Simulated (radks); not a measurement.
The numbers below are computed, except where a source is named.
Coulomb parameter of the 4d shell of the rhodium ion Rh3+ in the model configuration [Kr] 4d4 5p2, as a second difference U = [E(n + 0.5) + E(n - 0.5) - 2 E(n)] / (0.5)^2 with all orbitals relaxed. "Bare": the charge of the atom changes with n. "Screened": the 5p shell takes up the change at fixed total charge, which measures U(4d,4d) + U(5p,5p) - 2 U(4d,5p). Code: a radial shooting solver on a logarithmic mesh with Libxc functionals. Model: scalar-relativistic Kohn-Sham, SCAN, spin-unpolarised, spherical densities, finite nucleus; meta-GGA in the generalised Kohn-Sham scheme; Fermi nuclear charge, rms radius 4.4945 fm.

case,configuration,E - E(n) (eV)
start,[Kr] 4d4 5p2,0.000
bare +0.5,[Kr] 4d4.5 5p2,-23.085
bare -0.5,[Kr] 4d3.5 5p2,26.826
screened +0.5,[Kr] 4d4.5 5p1.5,-11.251
screened -0.5,[Kr] 4d3.5 5p2.5,11.977

U(bare) = 14.962 eV, U(screened by 5p) = 2.904 eV, against the Slater integral F0(4d,4d) = 19.150 eV with frozen orbitals.
